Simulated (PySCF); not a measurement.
F₃Ga, charge -1, doublet, at a GFN2-xTB geometry (such geometries of metal compounds can be far from the true shape) (a state made from the parent by changing its charge; the spin is typed, not shown lowest) (in this run its highest filled SCF level lies above zero, so its values depend strongly on the basis, on diffuse functions most of all). Base run: DF-BLYP/cc-pVTZ (PySCF).

Here is a job for PySCF.
```python
from pyscf import gto, scf, dft

mol = gto.Mole()
mol.atom = '''
    Ga   -0.01722873   -0.01289214    0.01677559
    F    -1.70650775   -1.08516163    0.06884693
    F    -0.00265406    1.82219157   -0.78423006
    F     1.67419195   -0.80060532    0.73468508
'''
mol.basis = 'cc-pvtz'
mol.charge = -1
mol.spin = 1
mol.verbose = 4
mol.build()

mf = dft.UKS(mol)
mf.xc = 'blyp'
mf = mf.density_fit(auxbasis='def2-universal-jkfit')
mf.kernel()
```

Each row names what was changed in the base input (with any setting that the change needs).

```json
[
 {"change": "base", "ΔE vs base (µEh)": "0.0", "grid points": "63696", "electrons on the grid": "59.00001"},
 {"change": "grids.becke_scheme = stratmann", "ΔE vs base (µEh)": "9.2", "grid points": "63696", "electrons on the grid": "59.00000"},
 {"change": "grids.prune = off", "ΔE vs base (µEh)": "0.0", "grid points": "107016", "electrons on the grid": "59.00001"},
 {"change": "grids.atom_grid = (150, 974)", "ΔE vs base (µEh)": "9.8", "grid points": "311640", "electrons on the grid": "59.00000"},
 {"change": "grids.atom_grid = (50, 194)", "ΔE vs base (µEh)": "-380", "grid points": "26048", "electrons on the grid": "59.00007"},
 {"change": "grids.level = 0", "ΔE vs base (µEh)": "-2041", "grid points": "5688", "electrons on the grid": "59.00142"},
 {"change": "grids.atom_grid = (30, 110)", "ΔE vs base (µEh)": "3049", "grid points": "9808", "electrons on the grid": "59.00186"},
 {"change": "small_rho_cutoff = 0", "ΔE vs base (µEh)": "0.0", "grid points": "63696", "electrons on the grid": "59.00001"},
 {"change": "grids.atom_grid = (75, 302)", "ΔE vs base (µEh)": "-25.0", "grid points": "56080", "electrons on the grid": "59.00005"},
 {"change": "grids.level = 5", "ΔE vs base (µEh)": "8.6", "grid points": "176912", "electrons on the grid": "59.00000"},
 {"change": "grids.radi_method = mura_knowles", "ΔE vs base (µEh)": "0.6", "grid points": "60240", "electrons on the grid": "59.00001"}
]
```

Open shells are given as the SCF converged; they aren't shown to be the lowest states, and a large step between rows can be another state.
